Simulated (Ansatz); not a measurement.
Two isomers of C4H10Si: A = `C/C=C\C[SiH3]`, B = `CC[Si]CC`.

Program: Ansatz. Geometries: PBE0-D4/def2-TZVP. ΔE: electronic, gas phase. CCSD(T)/CBS is the MP2 limit (def2-TZVPP, def2-QZVPP) plus CCSD(T) − MP2 in def2-TZVPP, frozen cores. Functionals use def2-TZVPP. B3LYP here is the variant with VWN-RPA as its local correlation; programs differ in this. Each species was taken in one conformer, which may not be the lowest.

(1) Which isomer does CCSD(T)/CBS put lower? Give the gap. (Best estimate.)

(2) Give E(B) − E(A) in kJ/mol with r2SCAN-D4, B3LYP-D4, PBE0-D4, ωB97M-V, PBE-D4, CCSD(T)/def2-TZVPP, MP2/def2-TZVPP. (Best estimate.)

Largest T1 diagnostic: 0.011.

Answers

(1) Computed: A, by 80.4 kJ/mol.

(2) Ansatz gave: r2SCAN-D4 90.1, B3LYP-D4 84.7, PBE0-D4 77.4, ωB97M-V 72.9, PBE-D4 75.7, CCSD(T)/def2-TZVPP 79.9, MP2/def2-TZVPP 85.6. None reverses the order clearly.

In def2-TZVPP, CCSD(T) changes the Hartree–Fock value by −24.0 kJ/mol (the triples alone add +0.7 kJ/mol) and MP2 by −18.3 kJ/mol. The D4 term adds −3.7 kJ/mol with B3LYP and −1.7 kJ/mol with PBE0; it sums over pairs of atoms, weighted by their polarisabilities, and B3LYP, whose exchange is more repulsive, gets the larger term.
